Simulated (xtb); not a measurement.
xtb input (GFN2-xTB):

```bash
xtb mol.xyz --gfn 2 --ohess tight --chrg 1 --uhf 0
```
mol.xyz:
```
4

F     -0.02945531     1.29909343     0.02463071
C     -0.00322856     0.07730318    -0.01932798
Cl     1.51629358    -0.63289928     0.00186982
Cl    -1.41960457    -0.69728086    -0.00145956
```

End of the output:

```
optimized geometry written to: xtbopt.xyz

           -------------------------------------------------
          | TOTAL ENERGY              -15.412913888575 Eh   |
          | TOTAL ENTHALPY            -15.399082688159 Eh   |
          | TOTAL FREE ENERGY         -15.431503853382 Eh   |
          | GRADIENT NORM               0.000133398965 Eh/α |
          | HOMO-LUMO GAP               3.001330349630 eV   |
           -------------------------------------------------

------------------------------------------------------------------------
------------------------------------------------------------------------
 total:
 SCF:
 ANC optimizer:
 analytical hessian:
```
